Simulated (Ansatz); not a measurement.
Relaxation of C2H7NSi (11 atoms, charge 0, multiplicity 1), to a largest force component of 0.02 eV/Å in at most 50 steps.

All numbers below come from UKS B3LYP/def2-SVP (Ansatz).

```xyz
11
Properties=species:S:1:pos:R:3
C -0.327 1.246 -0.343
N 0.005 -0.128 -0.439
C 0.552 -0.531 0.838
Si -0.826 -1.230 -1.397
H -0.625 1.687 -1.361
H 0.450 1.922 0.021
H -1.216 1.435 0.306
H 1.402 0.184 1.172
H 0.885 -0.495 -0.856
H -0.179 -0.587 1.657
H -0.247 -2.559 -1.255
```

Where does it end, and by what steps?

The run converged. After 15 steps the energy has fallen by 4.520 eV; H8 moved furthest, 1.25 Å. Joined: C3–Si4.

```tsv
step	energy less start (eV)	largest force component (eV/Å)	accepted
0	0.0000	5.517	yes
1	-1.3409	3.333	yes
2	-2.0276	1.572	yes
3	-2.3172	0.724	yes
4	-2.6037	1.067	yes
5	-3.1466	1.773	yes
6	-3.8353	1.465	yes
7	-4.3274	0.686	yes
8	-4.4458	0.884	yes
9	-4.4893	0.486	yes
10	-4.5115	0.193	yes
11	-4.5153	0.197	yes
12	-4.5193	0.093	yes
13	-4.5199	0.046	yes
14	-4.5177	0.125	no
15	-4.5202	0.011	yes
```

```xyz
11
Properties=species:S:1:pos:R:3
C -0.376 1.427 -0.450
N 0.168 0.072 -0.502
C 0.270 -0.719 0.759
Si -0.942 -1.609 -0.473
H -0.530 1.806 -1.471
H 0.292 2.114 0.100
H -1.353 1.404 0.055
H 1.293 -1.046 0.975
H 1.013 0.016 -1.067
H -0.160 -0.167 1.604
H 0.199 -2.354 -1.185
```

The run took 60 s on 2 threads of Arm Neoverse V1, on a shared host, peak memory 0.27 GiB.
